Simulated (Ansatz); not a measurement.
Relaxation of C3H5FOSi (11 atoms, charge 0, multiplicity 1), to a largest force component of 0.015 eV/Å in at most 40 steps.

Level of theory: RKS PBE0/6-31G* in Ansatz 0.2.0.

```xyz
11
Properties=species:S:1:pos:R:3:forces:R:3
C -1.334 -0.293 -0.112 -2.48 3.25 -0.05
C -0.310 0.541 0.576 0.03 -2.87 1.36
F -0.155 0.236 1.924 -0.28 0.76 -1.29
Si 1.744 -0.303 -0.402 2.41 -3.78 -1.20
C 0.785 1.110 -0.122 -0.83 6.60 0.39
O 0.981 2.294 -0.409 -0.20 -1.39 0.10
H -1.181 -1.323 -0.041 0.11 -1.82 0.11
H -1.430 0.047 -1.186 0.14 -0.53 1.02
H -2.340 -0.018 0.396 1.24 -0.61 -0.83
H 1.107 -1.262 -1.378 0.05 0.26 0.24
H 2.199 -1.088 0.775 -0.20 0.13 0.14
```

Q: Where does it end, and by what steps?

A: It converged. After 25 steps the energy has fallen by 2.099 eV; H11 moved furthest, 0.79 Å.

| step | energy less start (eV) | largest force component (eV/Å) | accepted |
| --- | --- | --- | --- |
| 0 | 0.0000 | 6.599 | yes |
| 1 | -0.7041 | 3.439 | yes |
| 2 | -1.0489 | 1.060 | yes |
| 3 | -1.1942 | 1.485 | yes |
| 4 | -1.3207 | 1.909 | yes |
| 5 | -1.5554 | 1.534 | yes |
| 6 | -1.7350 | 1.376 | yes |
| 7 | -1.8703 | 0.843 | yes |
| 8 | -1.9082 | 0.524 | yes |
| 9 | -1.9450 | 0.278 | yes |
| 10 | -1.9517 | 0.193 | yes |
| 11 | -1.9587 | 0.129 | yes |
| 12 | -1.9686 | 0.511 | yes |
| 13 | -1.9718 | 1.173 | yes |
| 14 | -1.9771 | 1.154 | yes |
| 15 | -2.0105 | 1.660 | yes |
| 16 | -2.0361 | 1.317 | yes |
| 17 | -1.9410 | 1.218 | no |
| 18 | -2.0706 | 0.401 | yes |
| 19 | -2.0879 | 0.145 | yes |
| 20 | -2.0944 | 0.352 | yes |
| 21 | -2.0924 | 0.301 | no |
| 22 | -2.0985 | 0.230 | yes |
| 23 | -2.0991 | 0.024 | yes |
| 24 | -2.0991 | 0.027 | yes |
| 25 | -2.0992 | 0.010 | yes |

```xyz
11
Properties=species:S:1:pos:R:3
C -1.376 -0.271 -0.157
C -0.116 0.140 0.583
F -0.334 0.210 1.931
Si 1.472 -0.487 -0.342
C 0.655 1.232 -0.079
O 0.861 2.401 0.080
H -1.689 -1.268 0.165
H -1.230 -0.288 -1.243
H -2.173 0.446 0.068
H 1.250 -1.522 -1.389
H 2.746 -0.650 0.404
```

Whether the end is a true minimum wasn't checked by a vibrational analysis.

Time of the run: 74 s on 2 threads of Intel(R) Xeon(R) Platinum 8488C (Sapphire Rapids), with other jobs on the host, peak memory 0.25 GiB.
